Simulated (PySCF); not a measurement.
Species: C7H11 (doublet state).
Structure used (GFN2-xTB), in Å, numbered top down from 1:
```xyz
18
C7H11 angstrom
C      3.2770   -1.2051   -0.4209
C      2.1603   -0.8738    0.1487
C      1.0626   -0.4938    0.7212
C      0.6105    0.9617    0.7962
C     -0.4713    1.1522   -0.1894
C     -1.8719    0.7604    0.0865
C     -2.3312   -0.4281   -0.7736
H      4.1928   -1.3120    0.1392
H      3.3348   -1.4112   -1.4783
H      0.3671   -1.2135    1.1293
H      1.4615    1.6076    0.5756
H      0.2563    1.1592    1.8115
H     -0.1970    1.3456   -1.2137
H     -1.9913    0.5128    1.1438
H     -2.5393    1.6038   -0.1355
H     -1.7122   -1.3004   -0.5770
H     -2.2507   -0.1817   -1.8298
H     -3.3666   -0.6774   -0.5523
```

The hyperfine couplings belong to this conformer and change with its torsions.

Identity: `C=C=CC[CH]CC` [radical].

Method used: PySCF, UKS B3LYP, pcH-1 on C H, non-relativistic, mean-field spin-orbit, GIAO. Geometry: GFN2-xTB, one conformer, isolated molecule. Couplings are sensitive to structure, and on GFN2-xTB geometries they can be far from those on DFT ones. The SCF solution wasn't tested for stability.

The Mulliken spin populations are largest on C5 (+1.01), C6 (-0.08) and C4 (-0.07). C5 is the only atom above +0.15. The angles at C5 add up to 358.2°, so it is nearly planar; its axial dipolar tensor and the negative coupling of its proton fit spin in a p orbital normal to that plane.

Problem. Find Q in a(H) = Q·ρ(C) for the protons on the planar carbons that carry spin.

Solution. 
```tsv
H	C	ρ(C)	a(H) (G)	a/ρ (G)
H13	C5	+1.008	-20.64	-20.5
```

One proton gives one ratio, Q = -20.5 G, and no test of linearity. In every row coupling and population have opposite signs.

Problem. How do the β-proton couplings of this frozen conformer go with θ, the angle between the C–H bond and the normal to the plane of the spin centre's three neighbours, both seen down the bond from centre to carbon?

Solution. 
```json
{"β H": "H11", "on": "C4", "centre": "C5", "θ (°)": "63", "cos²θ": "0.21", "a (G)": "+10.35"}
{"β H": "H12", "on": "C4", "centre": "C5", "θ (°)": "60", "cos²θ": "0.26", "a (G)": "+11.14"}
{"β H": "H14", "on": "C6", "centre": "C5", "θ (°)": "87", "cos²θ": "0.00", "a (G)": "+1.03"}
{"β H": "H15", "on": "C6", "centre": "C5", "θ (°)": "32", "cos²θ": "0.72", "a (G)": "+35.43"}
```

Fitting the Heller–McConnell form a = ρ(B0 + B2 cos²θ), with Mulliken ρ = 1.01, gives B0 = 0.1 G and B2 = 47.8 G, with a largest miss of 1.3 G. By this fit the coupling would be 48.3 G at θ = 0° and 0.1 G at 90°.

Couplings in gauss use g_iso = 2.0025.

Hardware: one thread, Arm Neoverse V1 (aarch64), no GPU, on a shared host. Cost: 63 s (grids of density and orbitals included), 1.0 GiB resident at most.
